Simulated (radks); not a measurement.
Problem. Radial electron density D(r) = 4 pi r^2 rho(r) of an atom or ion with 16 electrons. Method: scalar-relativistic Kohn-Sham, SCAN, spin-polarised, spherical densities, finite nucleus; meta-GGA in the generalised Kohn-Sham scheme; Fermi nuclear charge, rms radius of each element as measured or else 0.836 A^(1/3) + 0.57 fm; computed with a radial shooting solver on a logarithmic mesh with Libxc functionals.

```
   r/bohr * D(r) (the largest magnitude, 28, reaches the edge; | marks zero)
 0.002888 |*
 0.003642 | *
 0.004557 |  *
 0.005747 |    *
 0.007247 |      *
  0.00914 |         *
  0.01143 |              *
  0.01442 |                   *
  0.01819 |                          *
  0.02293 |                                  *
  0.02869 |                                         *
  0.03618 |                                               *
  0.04563 |                                                  *
  0.05755 |                                                 *
    0.072 |                                            *
   0.0908 |                                       *
   0.1145 |                                     *
   0.1444 |                                          *
   0.1807 |                                                  *
   0.2278 |                                                      *
   0.2873 |                                                *
   0.3624 |                                *
    0.457 |                  *
   0.5717 |             *
    0.721 |              *
   0.9093 |              *
    1.147 |         *
    1.435 |   *
    1.809 |*
    2.282 *
    2.877 *
```

What is the nuclear charge?

Solution. Z = 22. The innermost maximum, from 1s, lies near gamma/Z bohr with gamma = sqrt(1 - (Z/c)^2) = 0.987, here 0.0449 bohr (found: 0.0479), and its height grows with Z. The density is that of the titanium ion Ti6+ in [Ne] 3s2 3p4; the configuration itself is not fixed sharply by these data, and Z only to about a unit. D(r) has 3 maxima, at r = 0.0479, 0.226, 0.819 bohr, and minima at 0.109, 0.586 bohr, inside which lie 2.14, 10.38 electrons.
